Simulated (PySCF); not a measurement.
C₄H₁₂NSi, SMILES CCN([SiH2])CC, doublet, GFN2-xTB optimised geometry.

```
18

C      0.40     1.49    -1.76
C     -0.80     0.70    -1.26
N     -0.57     0.03     0.00
Si     0.19    -1.51     0.00
C     -0.55     0.90     1.15
C     -0.83     0.15     2.44
H      1.26     0.83    -1.87
H      0.66     2.28    -1.06
H      0.18     1.94    -2.72
H     -1.06    -0.06    -2.00
H     -1.66     1.37    -1.15
H      1.66    -1.51     0.00
H     -0.37    -2.28    -1.10
H      0.42     1.42     1.24
H     -1.32     1.67     1.01
H     -0.90     0.85     3.27
H     -1.77    -0.40     2.36
H     -0.03    -0.56     2.65
```

Density from PySCF with unrestricted B3LYP/def2-SVP at that geometry.

Minimum of the electron density along straight lines between bonded atoms, close to the bond critical point (lines longer than 1.1 times the sum of covalent radii, or with two minima, are not listed):

```tsv
bond	length / Å	ρ at the minimum / e bohr⁻³	∇²ρ there / e bohr⁻⁵	position (fraction from the first atom)
C1–C2	1.529	0.247	-0.57	0.50
C2–N3	1.444	0.272	-0.77	0.39
N3–Si4	1.719	0.124	[?]	0.60
N3–C5	1.445	0.272	-0.77	0.61
C5–C6	1.521	0.250	-0.59	0.51
C1–H8	1.088	0.277	-1.01	0.62
C1–H9	1.087	0.276	-1.01	0.62
C2–H10	1.093	0.281	-1.05	0.63
C2–H11	1.098	0.277	-1.02	0.63
Si4–H12	1.466	0.115	[?]	0.49
Si4–H13	1.457	0.117	[?]	0.49
C5–H14	1.101	0.275	-0.99	0.62
C5–H15	1.098	0.278	-1.02	0.62
C6–H16	1.088	0.277	-1.01	0.62
C6–H17	1.087	0.278	-1.03	0.63
C6–H18	1.088	0.277	-1.02	0.62
```

### Question
Some entries are withheld; supply them.

### Answer

- N3–Si4, ∇²ρ there / e bohr⁻⁵: 0.75
- Si4–H12, ∇²ρ there / e bohr⁻⁵: 0.32
- Si4–H13, ∇²ρ there / e bohr⁻⁵: 0.35
